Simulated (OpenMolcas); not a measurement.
**Mo3+ in a point-charge field**

Mo3+ among 4 point charges of -0.98 e arranged as a tetrahedron (Td), 2.19 Å from the ion.
```
   1.2644    1.2644    1.2644  -0.98
   1.2644   -1.2644   -1.2644  -0.98
  -1.2644    1.2644   -1.2644  -0.98
  -1.2644   -1.2644    1.2644  -0.98
```

- Program: OpenMolcas 26.06
- Method: SS-CASPT2, IPEA 0.25 Eh, imaginary shift 0.1 Eh (closed shells correlated: 4s 4p)
- Basis: ANO-RCC-VDZP [6s5p3d1f]
- Scalar Hamiltonian: DKH2, point nucleus
- Active space: 3 electrons in 5 orbitals (4d)
- State averaging: 2S+1 = 4 even, 10 roots; 2S+1 = 2 even, 40 roots
- Spin-orbit coupling: RASSI with atomic mean-field integrals over the reference wave functions

The lowest spin-free states (labels of Td), above the lowest:

```csv
State,Degeneracy,E (cm-1),Free-ion L (%)
4T1,3,0,F (100)
4T2,3,1330,F (100)
4A2,1,3690,F (100)
4T1,3,10910,P (100)
2E,2,11360,G (77)
2T2,3,11510,G (96)
2T1,3,11900,G (88)
2A1,1,12420,G (100)
2T1,3,14390,P (65)
2T2,3,15990,H (83)
2T1,3,16270,H (92)
2E,2,16710,D (91)
2E,2,16910,H (85)
2T2,3,17190,D (83)
2T1,3,17660,H (63)
2T1,3,25650,F (99)
2T2,3,25740,F (99)
2A2,1,26050,F (100)
2T2,3,40020,D (99)
2E,2,40380,D (100)
```

The lowest levels with spin-orbit coupling:

```json
{"E (cm-1)": "0", "Degeneracy": "4", "Label": "Γ8", "2S+1": "4", "g": ""}
{"E (cm-1)": "500", "Degeneracy": "2", "Label": "Γ7", "2S+1": "4", "g": "1.87 1.87 1.87"}
{"E (cm-1)": "1170", "Degeneracy": "4", "Label": "Γ8", "2S+1": "4", "g": ""}
{"E (cm-1)": "1990", "Degeneracy": "2", "Label": "Γ6", "2S+1": "4", "g": "0.95 0.95 0.95"}
{"E (cm-1)": "2360", "Degeneracy": "2", "Label": "Γ7", "2S+1": "4", "g": "3.85 3.85 3.85"}
{"E (cm-1)": "2400", "Degeneracy": "4", "Label": "Γ8", "2S+1": "4", "g": ""}
{"E (cm-1)": "3010", "Degeneracy": "2", "Label": "Γ6", "2S+1": "4", "g": "1.03 1.03 1.03"}
{"E (cm-1)": "3290", "Degeneracy": "4", "Label": "Γ8", "2S+1": "4", "g": ""}
{"E (cm-1)": "5260", "Degeneracy": "4", "Label": "Γ8", "2S+1": "4", "g": ""}
{"E (cm-1)": "11310", "Degeneracy": "2", "Label": "Γ6", "2S+1": "4", "g": "2.58 2.58 2.58"}
{"E (cm-1)": "11320", "Degeneracy": "4", "Label": "Γ8", "2S+1": "4 (82 %)", "g": ""}
{"E (cm-1)": "12120", "Degeneracy": "4", "Label": "Γ8", "2S+1": "2", "g": ""}
{"E (cm-1)": "12210", "Degeneracy": "2", "Label": "Γ7", "2S+1": "2", "g": "2.36 2.36 2.36"}
{"E (cm-1)": "12550", "Degeneracy": "4", "Label": "Γ8", "2S+1": "4", "g": ""}
{"E (cm-1)": "12560", "Degeneracy": "2", "Label": "Γ7", "2S+1": "4", "g": "2.47 2.47 2.47"}
{"E (cm-1)": "12660", "Degeneracy": "2", "Label": "Γ6", "2S+1": "2", "g": "0.85 0.85 0.85"}
{"E (cm-1)": "13050", "Degeneracy": "4", "Label": "Γ8", "2S+1": "2", "g": ""}
{"E (cm-1)": "13500", "Degeneracy": "2", "Label": "Γ6", "2S+1": "2", "g": "2.57 2.57 2.57"}
{"E (cm-1)": "13690", "Degeneracy": "4", "Label": "Γ8", "2S+1": "2", "g": ""}
{"E (cm-1)": "15670", "Degeneracy": "2", "Label": "Γ6", "2S+1": "2", "g": "1.44 1.44 1.44"}
```

Electric-dipole absorption from the lowest level at this geometry, strongest bands:

| E (cm-1) | λ (nm) | Label | f |
| --- | --- | --- | --- |
| 500 | 19900 | Γ7 | 2.85e-06 |
| 1170 | 8540 | Γ8 | 1.34e-05 |
| 1990 | 5010 | Γ6 | 6.71e-06 |
| 2400 | 4160 | Γ8 | 5.10e-06 |
| 3290 | 3040 | Γ8 | 1.06e-06 |
| 11310 | 884 | Γ6 | 4.30e-06 |
| 11320 | 883 | Γ8 | 3.54e-06 |
| 12550 | 797 | Γ8 | 3.97e-06 |
| 12560 | 796 | Γ7 | 1.01e-05 |

Powder χT (cm3 K/mol): 0.109 at 2 K, 0.115 at 10 K, 0.143 at 50 K, 0.178 at 100 K, 0.256 at 200 K, 0.351 at 300 K. The effective moment at 300 K is 2.828 √(χT) = 1.68 μB.

The lowest level has 2S+1 = 4, for which the spin-only value is χT = S(S+1) / 2 = 1.875 cm3 K/mol (g = 2). The computed 0.351 at 300 K differs by -1.524, through orbital momentum, spin-orbit coupling and any other state in reach. With a threefold ground state the orbital momentum is unquenched, so the spin-only value is not expected to hold.

Roots that are degenerate in the reference are averaged as groups; the widest CASPT2 spread within a group is 370 cm-1 (the 3-fold group of multiplicity 4 near 1330 cm-1 above the lowest state of its run). Shifts and gaps below about the spread of the groups concerned are not significant. An orbital triplet at a regular site is open to Jahn-Teller coupling, which can distort the site and quench the lowest spin-orbit gaps and is left out. Point charges give a weaker field than real ligands, and real ions of this kind are as a rule low spin; the high spin found here belongs to the model. The ground term spreads over less than 5000 cm-1, several times less than with real ligands, so orbital moments are less quenched and χT lies further from the spin-only value than at real sites. Free-ion shares, where given, are those of the reference states; single-state CASPT2 does not remix them. This is an electrostatic model: the charges have no orbitals. No measured value stands beside these numbers.
